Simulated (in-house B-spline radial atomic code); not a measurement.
Configurations of Nb7+, with energies counted from [Ar] 3d10 4s2 4p4. Level of theory: Dirac-Hartree-Fock, average of configuration, Fermi nucleus of rms radius 4.324 fm; calculated with a radial B-spline atomic code at the basis-set limit. Energies include first-order Breit, QED and recoil terms.

Occupations are held fixed; configurations that lie above the ionisation limit could autoionise.

```json
{"configuration": "[Ar] 3d10 4s2 4p3 5s1", "E - E(ref) (eV)": "62.338", "highest orbital": "5s1/2", "its <r> (bohr)": "2.204"}
{"configuration": "[Ar] 3d10 4s2 4p3 7d1", "E - E(ref) (eV)": "114.99", "highest orbital": "7d5/2", "its <r> (bohr)": "6.694"}
{"configuration": "[Ar] 3d10 4s1 4p4 5d1", "E - E(ref) (eV)": "115.26", "highest orbital": "5d5/2", "its <r> (bohr)": "2.821"}
{"configuration": "[Ar] 3d10 4s2 4p3 7g1", "E - E(ref) (eV)": "120.33", "highest orbital": "7g9/2", "its <r> (bohr)": "7.844"}
{"configuration": "[Ar] 3d10 4s1 4p4 6f1", "E - E(ref) (eV)": "141.28", "highest orbital": "6f7/2", "its <r> (bohr)": "5.439"}
{"configuration": "[Ar] 3d10 4s1 4p4 8f1", "E - E(ref) (eV)": "153.01", "highest orbital": "8f7/2", "its <r> (bohr)": "10.5"}
{"configuration": "[Ar] 3d9 4s2 4p4 4f1", "E - E(ref) (eV)": "263.97", "highest orbital": "4f5/2", "its <r> (bohr)": "1.789"}
{"configuration": "[Ar] 3d9 4s2 4p4 6g1", "E - E(ref) (eV)": "300.91", "highest orbital": "6g7/2", "its <r> (bohr)": "5.416"}
```

Q: Order these further configurations by energy, lowest first.
A. [Ar] 3d10 4s2 4p3 4d1
B. [Ar] 3d10 4s2 4p3 5d1
C. [Ar] 3d9 4s2 4p4 8f1
D. [Ar] 3d9 4s2 4p4 8s1
E. [Ar] 3d10 4s1 4p4 7g1

A: A (40.865 eV), B (86.131 eV), E (149.57 eV), D (304.07 eV), C (310.71 eV).

Q: How far above the reference does [Ar] 3d10 4s1 4p4 7f1 lie?

A: 148.43 eV; its least bound orbital is 7f7/2 with <r> = 7.783 bohr.

Q: How far above the reference does [Ar] 3d10 4s1 4p4 6d1 lie?

A: 134.09 eV; its least bound orbital is 6d5/2 with <r> = 4.568 bohr.

Q: How far above the reference does [Ar] 3d9 4s2 4p4 8g1 lie?

A: 311.58 eV; its least bound orbital is 8g7/2 with <r> = 10.62 bohr.
